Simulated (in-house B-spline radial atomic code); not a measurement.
Computed with a B-spline radial atomic code. Model: two electrons, singlet ground state, non-relativistic, full CI in B-splines with partial waves to l = 8 (at full coupling up to 3e-4 hartree above the limit, correlation up to 0.6 % small), density held at that of full coupling by Lieb maximisation.

Along the adiabatic connection the electron repulsion is scaled by a coupling λ while a local potential keeps the density fixed. At λ = 0 the system is the Kohn-Sham one and W equals the exchange energy; the exchange-correlation energy is the area under W between 0 and 1. The kinetic energy rises with λ as the electrons avoid each other, with dT/dλ = −λ dW/dλ.

Command:
```bash
python run_ac.py task.json out
```
Settings (lengths in bohr, energies in hartree):
```
potential              yukawa
strength               6.76
lmax                   8
second                 2.56
```

Time taken, with all properties: 18 s on 1 thread of Intel(R) Xeon(R) Processor @ 2.30GHz (shared host).

**W = mean repulsion less Hartree energy, and W of three functionals.**

Given: confinement screened point charge; nuclear charge 6.76; screening of the nucleus 2.56 1/bohr; external potential -Z exp(-k r)/r.

Computed: LDA exchange minus exact 490.01 millihartree; SCAN exchange minus exact -17.619 millihartree.

```tsv
coupling	W xc (hartree)	W xc minus exchange (millihartree)	kinetic minus Kohn-Sham (millihartree)	LDA (PW92) W minus its exchange (millihartree)	PBE W minus its exchange (millihartree)	SCAN W minus its exchange (millihartree)
0	-3.553	0	0	0	0	0
0.02	-3.555	-1.924	0	-14.87	-1.76	-1.84
0.05	-3.5578	-4.799	0.1	-31.58	-4.42	-4.56
0.12	-3.5645	-11.466	0.7	-63.24	-10.69	-10.82
0.25	-3.5767	-23.687	2.9	-110.5	-22.39	-22.17
0.4	-3.5906	-37.537	7.4	-155.79	-35.88	-34.91
0.6	-3.6086	-55.596	16.5	-207.43	-53.74	-51.37
0.8	?	?	?	?	?	?
1	?	?	?	?	?	?
1.4	-3.6765	-123.49	83.9	-364.48	-122.38	-112.34
2	-3.7233	-170.26	163.2	-454.68	-170.44	-153.88
3	-3.7943	-241.3	340.2	-576.81	-244.13	-216.72
4.5	-3.8872	-334.13	686.4	-720.11	-341.4	-299.02
7	-4.0133	-460.28	1405.3	-898.47	-475.67	-412.42
10	-4.1305	-577.5	2393.9	-1055.9	-603.67	-520.62
```

Q: What belongs in the row 0.8?

A: W xc (hartree): -3.6262; W xc minus exchange (millihartree): -73.205; kinetic minus Kohn-Sham (millihartree): 28.8; LDA (PW92) W minus its exchange (millihartree): -252.59; PBE W minus its exchange (millihartree): -71.35; SCAN W minus its exchange (millihartree): -67.29.

Q: What belongs in the row 1?

A: W xc (hartree): -3.6434; W xc minus exchange (millihartree): -90.381; kinetic minus Kohn-Sham (millihartree): 44.2; LDA (PW92) W minus its exchange (millihartree): -293.15; PBE W minus its exchange (millihartree): -88.68; SCAN W minus its exchange (millihartree): -82.74.

Q: What is the PBE exchange minus exact?

A: 40.678 millihartree.

**Energy parts, natural occupations and partial-wave weights.**

Computed: total energy -15.5660 hartree; exchange energy -3.553 hartree; correlation energy -0.046148 hartree; initial slope twice GL2 -0.096325 hartree; Hartree energy 7.1061 hartree; Kohn-Sham kinetic 34.324 hartree; Lieb Oxford ratio E_xc over LDA exchange 1.175.

```tsv
natural	occupation of the shell (electrons)
s	1.9983
p	0.00078128
s	?
d	4.2555e-05
p	3.4967e-05
s	1.8853e-05
```

Q: What belongs in the row s?

A: occupation of the shell (electrons): 0.00075483.

| wave | weight |
| --- | --- |
| s | 0.99956 |
| p | ? |
| d | 2.4287e-05 |
| f | 3.6236e-06 |
| g | 8.6256e-07 |

Q: What belongs in the row p?

A: weight: 0.00041011.

Q: What is the kinetic part over minus potential part?

A: 0.4894.

Q: What is the kinetic part of the DFT correlation energy?

A: 0.044232 hartree.

Half-way to full coupling W has made 52 % of its drop, against 50 % for a straight line, and second-order (GL2) theory, half the initial slope, overshoots the correlation energy by about 4 %: correlation is weak here. Over couplings 0 to 1 the errors in E_xc come to about +364 millihartree for LDA, +42 millihartree for PBE, -14 millihartree for SCAN, so SCAN is nearest. In LDA and SCAN the errors of exchange and correlation have opposite signs, so the sum is smaller than the larger of the two.
